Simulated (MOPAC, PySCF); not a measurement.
[W(=O)(OH)4], neutral singlet in the gas phase. 

Z-matrix (Å, degrees):
```
W
O 1 1.7192
O 1 1.9301 2 106.62
H 3 0.9774 1 119.27 2 60.90
O 1 1.9304 2 106.47 3 -90.15
H 5 0.9775 1 119.23 2 59.96
O 1 1.9306 2 106.58 5 -90.02
H 7 0.9774 1 119.19 2 60.67
O 1 1.9307 2 106.54 5 -179.93
H 9 0.9774 1 119.30 2 61.20
```
Charge 0, multiplicity 1.

All levels are single points at this geometry (BP86-D3(BJ)/def2-SVP); Pople sets use spherical d functions. Orbital energies aren't observables, and empty levels follow the basis.

| level | HOMO (eV) | LUMO (eV) | gap (eV) | dipole (D) | vertical IE, Delta-SCF (eV) |
|---|---|---|---|---|---|
| B3LYP-D3(BJ)/def2-TZVP in PySCF | -9.01 | -3.34 | 5.67 | 0.37 | – |
| PBE-D3(BJ)/def2-TZVP in PySCF | -7.60 | -3.82 | 3.78 | 0.32 | – |
| TPSSh-D3(BJ)/def2-TZVP in PySCF | -8.35 | -3.49 | 4.86 | 0.33 | – |
| B3LYP/LANL2DZ in PySCF | -9.06 | -3.96 | 5.10 | 1.04 | – |
| PBE/6-31G* (LANL2DZ on W) in PySCF | -7.32 | -3.83 | 3.49 | 0.53 | – |
| SVWN5/6-31G* (LANL2DZ on W) in PySCF | -7.50 | -3.99 | 3.51 | 0.51 | – |
| HF/6-31G* (LANL2DZ on W) in PySCF | -13.42 | -0.04 | 13.38 | 0.73 | 12.20 |
| PM6 in MOPAC | -10.35 | 0.73 | 11.08 | 0.07 | – |
| PM7 in MOPAC | -12.74 | -0.44 | 12.30 | 0.26 | – |
